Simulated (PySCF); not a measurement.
## Partial charges of `c1cc(P2CC2)ccn1`

Species: C₇H₈NP.
Structure used (GFN2-xTB), in Å, numbered top down from 1:
```xyz
17
C7H8NP angstrom
C     -2.2300   -0.8988   -0.7254
C     -1.0103   -1.1723   -0.1282
C     -0.3354   -0.1368    0.5100
P      1.2642   -0.4396    1.3749
C      2.3374    0.6189    0.3143
C      2.2912   -0.8255   -0.1063
C     -0.9403    1.1154    0.5420
C     -2.1601    1.2769   -0.0947
N     -2.7933    0.2971   -0.7164
H     -2.7870   -1.6736   -1.2369
H     -0.5877   -2.1663   -0.1598
H      3.2547    0.9758    0.7635
H      1.8562    1.3474   -0.3245
H      1.7788   -1.0673   -1.0282
H      3.1786   -1.4204    0.0655
H     -0.4652    1.9433    1.0488
H     -2.6588    2.2380   -0.1084
```

Density: PBE0/pcSseg-1 (PySCF); schemes: Mulliken, IAO, Hirshfeld and ESP-fitted. The structure is a single GFN2-xTB conformer in the gas phase; no vibrational or solvent corrections.

Task: Atoms with like bonding are taken together and averaged. For which atoms does the sign change between the 4 schemes (beyond +0.03 e in one, beyond −0.03 e in another)?

Result: C3 and P4.

Task: At which atom do the 4 schemes differ most?

Result: At C3: from -0.379 (Mulliken) to +0.656 e (ESP-fitted), 1.035 e apart.

Task: Do the Mulliken, IAO, Hirshfeld and ESP-fitted schemes agree on where the charge is lowest?

Result: The schemes don't all agree: Mulliken N9 (-0.413); IAO C5/C6 (-0.427); Hirshfeld N9 (-0.165); ESP-fitted N9 (-0.707).

Task: Give the atomic charges in each scheme.

Result: In e; atoms taken as equivalent share a row and are averaged (×n: the atom named and its like, n in all):

| atom | environment | Mulliken | IAO | Hirshfeld | ESP-fitted |
| --- | --- | --- | --- | --- | --- |
| C1/C8 | aromatic CH next to a ring nitrogen | +0.169 | -0.009 | +0.017 | +0.515 |
| C2/C7 | aromatic CH carbon | -0.111 | -0.184 | -0.056 | -0.668 |
| C3 | substituted aromatic carbon | -0.379 | -0.160 | -0.036 | +0.656 |
| P4 | phosphine phosphorus | +0.379 | +0.413 | +0.122 | -0.204 |
| C5/C6 | sp3 carbon bound to phosphorus | -0.360 | -0.427 | -0.119 | -0.237 |
| N9 | pyridine-type nitrogen | -0.413 | -0.279 | -0.165 | -0.707 |
| H10/H17 | aromatic hydrogen | +0.105 | +0.157 | +0.052 | +0.030 |
| H11/H16 | aromatic hydrogen | +0.087 | +0.156 | +0.051 | +0.221 |
| H12/H13/H14/H15 | methylene hydrogen | +0.158 | +0.161 | +0.048 | +0.134 |

Mean size of the charges over all atoms: ESP-fitted 0.320 e, Mulliken 0.204 e, IAO 0.198 e, Hirshfeld 0.065 e. Each set sums to the total charge, 0, to within 0.001 e. The Hirshfeld scheme weights the molecular density at each point by an atom's share of the summed free-atom densities.

Some averages cover members that differ in this geometry: H12/H13/H14/H15, ESP-fitted +0.106 to +0.159; C1/C8, ESP-fitted +0.500 to +0.529 e.

Task: How closely do the schemes follow one another over all atoms?

Result: Correlation coefficient and root-mean-square difference: IAO with Hirshfeld 0.96, 0.159 e; Mulliken with Hirshfeld 0.93, 0.167 e; Mulliken with IAO 0.91, 0.099 e; Hirshfeld with ESP-fitted 0.52, 0.363 e; IAO with ESP-fitted 0.39, 0.373 e; Mulliken with ESP-fitted 0.37, 0.379 e.

Task: How many electrons does the ESP-fitted scheme count on N9?

Result: Z − q = 7 − (-0.707) = 7.707.

These values come from a run that also computed NMR shieldings. The run took about 90 s of CPU time (one thread, shared machine).
